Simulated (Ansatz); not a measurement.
`FC([SiH3])[TeH]` + PH₃ → `P[TeH]` + `FC[SiH3]` at 500 K and 1 bar (ligand exchange at a Te–C bond).

Program: Ansatz. Geometries: PBE0-D4/def2-TZVP. ΔE: electronic, gas phase. CCSD(T)/CBS is the MP2 limit (def2-TZVPP, def2-QZVPP) plus CCSD(T) − MP2 in def2-TZVPP, frozen cores. This one scheme is used for every species. Elements past krypton have def2 core potentials. For Te outer-core shells are correlated without core-valence functions, which leaves a few kJ/mol of doubt a bond.

```tsv
species	CCSD(T)/CBS energy (Eh)	H − E (kJ/mol)	S (J/(mol·K))
`FC([SiH3])[TeH]`	-697.62294	177.2	410.4
PH₃	-342.72256	81.5	231.4
`P[TeH]`	-610.46278	90.9	324.3
`FC[SiH3]`	-429.90570	175.1	332.8
```

H − E and S are ideal-gas, rigid-rotor, harmonic terms from PBE0-D4/def2-TZVP, for one conformer and one mirror image of each species. 1 Eh = 2625.50 kJ/mol, R = 8.31446 J/(mol·K).

Q: By hand: ΔE, ΔH, ΔS and ΔG.

A: ΔE = (-610.46278) + (-429.90570) − (-697.62294) − (-342.72256) = -0.02298 Eh = -60.3 kJ/mol. Δ(H − E) = 90.9 + 175.1 − 177.2 − 81.5 = 7.3, so ΔH = -53.0 kJ/mol. ΔS = 324.3 + 332.8 − 410.4 − 231.4 = 15.3 J/(mol·K). ΔG = -53.0 − 500 × (15.3)/1000 = -60.6 kJ/mol.

Q: By hand: the equilibrium constant, and the temperature at which ΔG would vanish if ΔH and ΔS stayed fixed.

A: log₁₀ K = −ΔG/(RT ln 10) = 6.3. ΔH and −TΔS have one sign here, so there is no such temperature.

ΔH outweighs TΔS. A doubt of 5 kJ/mol in ΔE shifts log₁₀ K by 0.5 here. Other conformers and mirror images would add mixing entropy, several J/(mol·K) or more a flexible species. These are equilibria of isolated gas molecules and say nothing of rates. Largest T1 diagnostic: 0.013 (customary marks: 0.02 for closed shells, 0.045 for open ones).
